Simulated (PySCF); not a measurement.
**A survey of 29Si NMR shifts**

[PySCF: GIAO PBE0/pcSseg-1 shieldings; structure optimised with GFN2-xTB; one conformer; isolated molecule; non-relativistic Hamiltonian; rapidly exchanging positions averaged]

Shieldings were converted by a linear fit to measured shifts: 29Si (scatter 8.9 ppm rms, 25.8 ppm with the 6 outliers that the fit left out vs TMS, solution or neat liquid). Occasional misses reach two or three times the rms, and more in compound classes unlike the fitted ones.

Q: Give the 29Si shifts of `CO[SiH2][C@@H]([SiH3])C(F)(F)F`, `N#C[C@@H]([SiH3])CC1CCC1`, `C[C@H](O[SiH2][SiH3])C(F)(F)F`, `C#C[C@@H]1C[Si@@H](N)C[C@H]1C`, `C#C[C@@H](Cl)C=C=C[SiH2]C=C`, `C#C/C=C1\[SiH2]C(=C)C[C@H]1Cl`.

A: 
```csv
compound,environment,δ (ppm)
[CH3:1][O:2][SiH2:3][C@@H:4]([SiH3:5])[C:6]([F:7])([F:8])[F:9],"Si3: silicon bonded to C, O, 2 H",-19.5
[CH3:1][O:2][SiH2:3][C@@H:4]([SiH3:5])[C:6]([F:7])([F:8])[F:9],"Si5: silicon bonded to C, 3 H",-66.6
N#C[C@@H]([SiH3])CC1CCC1,"silicon bonded to C, 3 H",-56.0
[CH3:1][C@H:2]([O:3][SiH2:4][SiH3:5])[C:6]([F:7])([F:8])[F:9],"Si4: silicon bonded to O, Si, 2 H",-21.3
[CH3:1][C@H:2]([O:3][SiH2:4][SiH3:5])[C:6]([F:7])([F:8])[F:9],"Si5: silicon bonded to Si, 3 H",-105.2
C#C[C@@H]1C[Si@@H](N)C[C@H]1C,"silicon bonded to 2 C, N, H, in a 5-membered ring",-8.1
C#C[C@@H](Cl)C=C=C[SiH2]C=C,"silicon bonded to 2 C, 2 H",-55.2
C#C/C=C1\[SiH2]C(=C)C[C@H]1Cl,"silicon bonded to 2 C, 2 H, in a 5-membered ring",-54.8
```
